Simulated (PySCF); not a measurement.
## How methods differ on the ionisation energy of Tl⁴⁹⁺

Tl⁴⁹⁺ [Ar] 3d10 4s2 4p2 [4p1/2^2, M_J = 0] → Tl⁵⁰⁺ [Ar] 3d10 4s2 4p1 [4p1/2^1, M_J = 1/2], as a difference of total energies. Calculation: PySCF 2.14, in an uncontracted even-tempered set (16 s from 7.1 bohr⁻², ratio 2.8; 13 p from 9.3 bohr⁻², ratio 2.8; 8 d from 16 bohr⁻², ratio 2.8; 4 f from 39 bohr⁻², ratio 3); the two-component X2C-1e Hamiltonian. Correlated levels: [Ne] frozen; the 72 highest virtual spinors dropped. "Screened" scales the spin-orbit matrix elements by Boettger's factors to mimic the two-electron term; Breit and QED terms are absent.

| method | ionisation energy (eV) |
| --- | --- |
| GHF (spin-free) | 2742.7 |
| GMP2 (spin-free) | 2743.9 |
| GHF (screened spin-orbit) | 2846.6 |
| GMP2 (screened spin-orbit) | 2848.2 |

Breit and QED terms and the two-electron picture change are absent.

The spin-free rows relax to the high-spin LS determinant and lack the spin-orbit shift.

The labels give the starting determinants; with spin-orbit coupling the two ends relaxed to ⟨J²⟩ = 0.00, ⟨L²⟩ = 1.40, ⟨S²⟩ = 1.40 and ⟨J²⟩ = 0.75, ⟨L²⟩ = 2.08, ⟨S²⟩ = 0.83.

For comparison: 2854 ± 4 eV (theoretical estimate listed by NIST; NIST Atomic Spectra Database, ionization energies).
